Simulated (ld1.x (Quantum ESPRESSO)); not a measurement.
**Configuration tests for nitrogen (N) (ultrasoft)**

N, ultrasoft, made with ld1.x (Quantum ESPRESSO) 7.5 (PBE, scalar-relativistic). Core [He], reference 2s2 2p3. Waves: 2s (bound): rcut 0.75, rcutus 1.00 bohr; 2s channel at -0.3 Ry: rcut 0.75, rcutus 1.00 bohr; 2p (bound): rcut 0.90, rcutus 1.25 bohr; 2p channel at 4.05 Ry: rcut 0.90, rcutus 1.25 bohr. Local part: all-electron potential smoothed inside 0.75 bohr (lloc = -2). Core correction: Bessel-smoothed model core inside 0.85 bohr. Augmentation charge: PSQ, inside the norm-conserving radii.

Energies are relative to the spin-unpolarised reference configuration 2s2 2p3; without spin polarisation the order of configurations can differ from experiment. The frozen-core shift is the all-electron ΔE with the core orbitals held at their reference shape minus the fully relaxed ΔE.

```csv
valence configuration,charge,ΔE all-electron (eV),error AE − PS (meV),frozen-core shift (meV)
2s2 2p0,+3,89.528,+227,+10.0
2s1 2p0,+4,167.346,+368,+33
2s2 2p3.3,-0.3,-1.619,+0.3,0.0
2s1 2p3,+1,25.372,+5.1,+0.6
2s1 2p4,0,11.508,+14,+0.4
```

Problem. What are ΔE and the potential's error for 2s2 2p2?

Solution. ΔE = 13.591 eV all-electron; the error (AE − PS) is +5.3 meV.

Problem. What are ΔE and the potential's error for 2s2 2p1?

Solution. ΔE = 42.445 eV all-electron; the error (AE − PS) is +48 meV.
